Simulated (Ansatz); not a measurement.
# What each rung costs, and what it gives

Saddle point of Si5NH15O, closed shell (Si₄H₁₀O ([OH][Si]([SiH3])([SiH3])[SiH3]) + SiNH₅ ([NH2][SiH3]) → Si₅H₁₂O ([SiH3][O][Si]([SiH3])([SiH3])[SiH3]) + NH₃; bonds formed: Si1–O4, N2–H3; bonds broken: Si1–N2, H3–O4), PBE0-D4/def2-TZVP structure:

```
22
angstrom
Si -0.4636 -1.6842 2.2163
N 0.5164 -2.8467 1.1575
H 0.4954 -2.0403 0.3354
O -0.0310 -0.8240 0.1564
Si -0.0075 0.5958 -0.6252
Si 1.3941 0.5465 -2.5096
Si -2.1441 1.2248 -1.3752
Si 0.7697 2.3611 0.7219
H 0.3286 -0.5199 2.6568
H -1.8588 -1.5433 1.7613
H -0.5696 -2.5320 3.4542
H 0.0353 -3.7067 0.9217
H 1.4347 -3.0724 1.5212
H 1.3772 1.8610 -3.2113
H 0.9662 -0.5004 -3.4822
H 2.8059 0.2477 -2.1296
H -2.0842 2.5375 -2.0796
H -3.1000 1.3590 -0.2384
H -2.7099 0.2208 -2.3216
H 2.1527 2.1071 1.2207
H 0.7924 3.6276 -0.0641
H -0.0997 2.5810 1.9136
```

Barriers are electronic and count from the start structure reached by relaxing down the imaginary mode.

Computed with Ansatz 0.2.0 (basis: as named in each row); correlated methods freeze the cores. B3LYP uses VWN-RPA correlation. Extrapolation: Hartree–Fock as exp(−7.88 √X), correlation as X^−2.97.

Times are rough, for one single point on 4 threads of a shared host (AMD EPYC 7R13), with one NVIDIA H100 (or a share of it) where marked.

The estimate by CCSD(T) at an estimated basis limit (MP2 extrapolated from triple and quadruple zeta, plus CCSD(T) − MP2 in triple zeta) is 89.0 kJ/mol.

| method | basis | time (s) | barrier (kJ/mol) | method less estimate |
| --- | --- | --- | --- | --- |
| HF | STO-3G | under 1 | 226.7 | 137.8 |
| PBE-D4 | STO-3G | 1 | 75.0 | -14.0 |
| SPW92 | def2-SVP | 2 | 43.8 | -45.1 |
| PBE-D4 | def2-SVP | 3 | 65.0 | -24.0 |
| B3LYP-D4 | 6-31G | 3 | 47.6 | -41.4 |
| PBE0-D4 | def2-SVP | 4 | 72.7 | -16.2 |
| wB97X-V | def2-TZVPP | 7 (H100) | 89.7 | 0.7 |
| SPW92 | def2-TZVPP | 11 (H100) | 52.0 | -37.0 |
| BLYP-D4 | def2-TZVPP | 11 (H100) | 82.5 | -6.5 |
| PBE0-D4 | def2-TZVPP | 11 (H100) | 81.5 | -7.4 |
| wB97M-V | def2-SVP | 12 | 76.6 | -12.3 |
| MP2 | def2-QZVPP | 12 (H100) | 82.9 | -6.1 |
| PBE-D4 | def2-TZVPP | 12 (H100) | 73.1 | -15.9 |
| r2SCAN-D4 | def2-TZVPP | 12 (H100) | 79.1 | -9.9 |
| B97M-V | def2-TZVPP | 12 (H100) | 90.8 | 1.9 |
| r2SCAN0-D4 | def2-TZVPP | 12 (H100) | 85.0 | -4.0 |
| BHLYP-D4 | def2-TZVPP | 12 (H100) | 97.9 | 9.0 |
| CAM-B3LYP-D4 | def2-TZVPP | 12 (H100) | 89.2 | 0.2 |
| PBE-QIDH | def2-TZVPP | 12 (H100) | 84.5 | -4.5 |
| RPA on PBE | def2-TZVPP | 12 (H100) | 90.5 | 1.5 |
| CCSD(T) | def2-SVP | 14 (H100) | 87.3 | -1.7 |
| B3LYP-D4 | def2-TZVPP | 15 (H100) | 88.5 | -0.5 |
| B2PLYP | def2-TZVPP | 16 (H100) | 89.1 | 0.1 |
| wB97M-V | def2-TZVPP | 17 (H100) | 86.5 | -2.4 |
| CCSD(T) | def2-TZVPP | 26 (H100) | 89.8 | 0.9 |

All methods are single points on the PBE0-D4 structures.

No T1 diagnostic of these runs exceeds 0.014.

The step is the kind of ligand exchange by which a precursor binds to a hydroxyl group, or is hydrolysed, in atomic layer deposition of oxides. Here a small cluster stands in for the surface site.

Labels in which every atom is bracketed show which atoms are joined, not bond orders.
